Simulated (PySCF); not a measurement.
Species: C4H12S4Zn (charge -2 and singlet state).
Numbering: `[CH3:1][S:2][Zn-2:3]([S:4][CH3:5])([S:6][CH3:7])[S:8][CH3:9]` (hydrogens: H10, H11, H12 on C1; H13, H14, H15 on C5; H16, H17, H18 on C7; H19, H20, H21 on C9)

Theory: PBE0-D3(BJ)/def2-SVP geometry optimisation, gas phase (PySCF 2.14.0).

Give the optimised bond lengths and angles.

```
                    bond  length (pm)
  C1–S2 and 3 like bonds        182.1
          S2–Zn3, Zn3–S4        242.0
                  Zn3–S6        239.6
                  Zn3–S8        237.1
C1–H10 and 11 like bonds        110.6
```

Bonds in one row agree within 1 pm and their mean is given. A selection of angles:
```
    angle  degrees
C1–S2–Zn3     98.8
S2–Zn3–S4    106.6
S2–Zn3–S6    108.7
S6–Zn3–S8    114.9
Zn3–S6–C7     98.2
Zn3–S8–C9     94.2
```

Torsions: C1–S2–Zn3–S4 -95° (anticlinal); S2–Zn3–S4–C5 23° (synperiplanar); S2–Zn3–S6–C7 -92° (anticlinal); S2–Zn3–S8–C9 56° (synclinal). The mirror-image conformer, all signs reversed, is as good.

All 4 C–S bonds measure 1.820 to 1.822 Å. Zn3 (zinc bonded to 4 S) is distorted tetrahedral (angles from 106.6° to 114.9°). Of the pairs four or more bonds apart, S2···H15 is among the closest relative to their van der Waals radii: 2.62 Å, 87 % of the sum of Bondi's values. The S–Zn distances run from 2.371 Å (Zn3–S8, drawn single) to 2.424 Å (Zn3–S4, drawn single), a spread of 0.053 Å.

Point group: C1 (no symmetry element, even within 0.4 Å). Stationary, but not proved a minimum. Whether so highly charged an anion holds all its electrons in the gas phase wasn't checked; a finite basis holds them in any case. The ion is multiply charged and computed without counter-ions or solvent. The geometry's basis has no diffuse functions, a weakness for an anion.
